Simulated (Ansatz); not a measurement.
Isomers of CH$_{7}$AlOSi$_{2}$, relaxed with PBE0-D4/def2-TZVP in Ansatz; electronic energies, one conformer each and not always the lowest. Functionals use def2-TZVPP; CBS adds triple-zeta CCSD(T) − MP2 to the MP2 limit of def2-TZVPP and def2-QZVPP.

Order them by energy at frozen-core CCSD(T)/CBS, lowest first. (An estimate is asked.)
A. `[OH][Al]1[CH2][SiH2][SiH2]1`
B. `[CH2]1[AlH][O][SiH2][SiH2]1`
C. `[SiH3][SiH]1O[CH2][AlH]1`
D. `[AlH2][CH]1O[SiH2][SiH2]1`

B (0.0 kcal/mol), A (29.8 kcal/mol), C (81.1 kcal/mol), D (82.6 kcal/mol).

How do PBE0-D4, r2SCAN-D4, MP2/CBS(def2), B3LYP place them (kcal/mol, against `[CH2]1[AlH][O][SiH2][SiH2]1`)? (An estimate is asked.)

The calculation gave: 
| isomer | PBE0-D4 | r2SCAN-D4 | MP2/CBS(def2) | B3LYP |
| --- | --- | --- | --- | --- |
| `[AlH2][CH]1O[SiH2][SiH2]1` | 80.3 | 82.5 | 85.0 | 80.0 |
| `[SiH3][SiH]1O[CH2][AlH]1` | 76.4 | 79.7 | 85.0 | 76.6 |
| `[OH][Al]1[CH2][SiH2][SiH2]1` | 25.9 | 28.3 | 31.2 | 29.6 |

B3LYP here is the variant with VWN-RPA as its local correlation; programs differ in this.
